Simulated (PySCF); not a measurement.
Polarisability and C₆ of Os⁻ (osmium, charge -1)

[Xe] 4f14 5d7 6s2, high-spin 4F determinant. Computed with PySCF 2.14 in x2c-TZVPPall with one added diffuse shell each of s, p, d, f type (12s8p8d4f1g, 113 functions), with scalar relativity by spin-free X2C-1e. Coupled (time-dependent) response in atomic units; α is the mean over directions.

| method | mean α (bohr³) | C₆ (like pair) | S(−4) |
| --- | --- | --- | --- |
| UHF | 1936 | 44640 | 9808000 |

S(−4) is the Cauchy moment in α(ω) = α(0) + S(−4) ω² + …

Spin-orbit coupling is absent.

α(iu) at UHF:

| u (hartree) | α(iu) (bohr³) |
| --- | --- |
| 0 | 1936 |
| 0.0500 | 253.9 |
| 0.100 | 120.9 |
| 0.200 | 54.12 |
| 0.300 | 32.99 |
| 0.500 | 17.66 |
| 0.750 | 10.68 |
| 1.00 | 7.398 |
| 1.50 | 4.307 |
| 2.00 | 2.866 |
| 3.00 | 1.550 |
| 5.00 | 0.6673 |

A single London oscillator, α(iu) = α/(1 + u²/ω²), gives C₆ = (3/4) ω α². Matching the computed C₆ needs ω = 4 × 44640 / (3 × 1936²) = 0.0159 hartree.

For an ion, C₆ is the dispersion term alone; charge-induced terms of lower order in 1/R come first.

Spin-orbit coupling, absent here, splits the open shell strongly. ⟨S²⟩ = 3.97 against 3.75 shows spin contamination. The outer electron is barely bound at this level, so radii and moments hang on the diffuse functions.
